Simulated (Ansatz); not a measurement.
`[F][Cd][Br]` + CH₄ → `[CH3][Cd][Br]` + H–F at 600 K and 1 bar (formal exchange of groups at a Cd–F bond).

Isolated molecules relaxed with PBE0-D4/def2-TZVP in Ansatz; ΔE leaves out vibrations. CBS: MP2 limit from def2 TZ/QZ plus the TZ coupled-cluster correction, frozen cores. This one scheme is used for every species. Elements past krypton have def2 core potentials. For Br, Cd outer-core shells are correlated without core-valence functions, which leaves a few kJ/mol of doubt a bond. Scalar relativity is left out up to krypton.

| species | CCSD(T)/CBS energy (Eh) | H − E (kJ/mol) | S (J/(mol·K)) |
| --- | --- | --- | --- |
| `[F][Cd][Br]` | -2840.89161 | 38.4 | 333.7 |
| CH₄ | -40.46206 | 140.4 | 215.7 |
| `[CH3][Cd][Br]` | -2780.94166 | 135.8 | 367.7 |
| H–F | -100.39570 | 42.3 | 194.0 |

H − E and S are ideal-gas, rigid-rotor, harmonic terms from PBE0-D4/def2-TZVP. 1 Eh = 2625.50 kJ/mol, R = 8.31446 J/(mol·K).

Task: By hand: ΔE, ΔH, ΔS and ΔG.

Result: ΔE = (-2780.94166) + (-100.39570) − (-2840.89161) − (-40.46206) = 0.01631 Eh = 42.8 kJ/mol. Δ(H − E) = 135.8 + 42.3 − 38.4 − 140.4 = -0.7, so ΔH = 42.1 kJ/mol. ΔS = 367.7 + 194.0 − 333.7 − 215.7 = 12.3 J/(mol·K). ΔG = 42.1 − 600 × (12.3)/1000 = 34.7 kJ/mol.

Task: By hand: the equilibrium constant, and the temperature at which ΔG would vanish if ΔH and ΔS stayed fixed.

Result: log₁₀ K = −ΔG/(RT ln 10) = -3.0. ΔG = 0 at ΔH/ΔS = 3423 K, far beyond where these terms or the molecules hold.

The number of gas molecules stays the same, so ΔS is small and ΔH decides. A doubt of 5 kJ/mol in ΔE shifts log₁₀ K by 0.4 here. These are equilibria of isolated gas molecules and say nothing of rates. Largest T1 diagnostic: 0.014 (customary marks: 0.02 for closed shells, 0.045 for open ones).
